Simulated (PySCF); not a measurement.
C2H7N2, SMILES N[CH]CN, multiplicity 2. Geometry: PBE-D3(BJ)/def2-SVP. The isomer is the one that the SMILES or the coordinates give; other isomers of the formula were not compared. The values are those of a single conformer.

Level of theory: PBE-D3(BJ)/def2-SVP in PySCF.

Harmonic wavenumbers (cm⁻¹): 193, 300, 309, 399, 508, 636, 740, 814, 900, 934, 1032, 1111, 1114, 1241, 1291, 1339, 1407, 1415, 1531, 1563, 2822, 2899, 3114, 3395, 3397, 3487, 3532. Rotational constants (GHz): 15.44, 5.619, 4.504; symmetry number 1.

Question: Work out the zero-point energy and the ideal-gas rigid-rotor harmonic-oscillator thermochemistry at 298.15 K and 1 atm.

Answer: ZPE = ½ Σ hcν = ½ × 41425 cm⁻¹ = 59.22 kcal/mol. H − E(el) = 63.15 kcal/mol. Entropy in cal/(mol K): translation 38.15, rotation 24.22, vibration 8.04, spin 1.38, total 71.79. G − E(el) = 41.74 kcal/mol. Cp = 20.80 cal/(mol K).
